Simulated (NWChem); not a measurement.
# BeF₂; SMILES [F][Be][F]

Results from NWChem. The geometry was optimised at PBE0-D3(BJ)/def2-TZVP. Vertical excitations in the gas phase.

Task: What does the run give for PBE/aug-cc-pVDZ, full TDDFT? Quantities: lowest excitation, singlet (eV); oscillator strength of that lowest state; orbital gap (eV).

Result: 
```json
{
 "lowest excitation, singlet (eV)": "8.40",
 "oscillator_strength_of_that_lowest_state": "0.000",
 "orbital gap (eV)": "8.35"
}
```
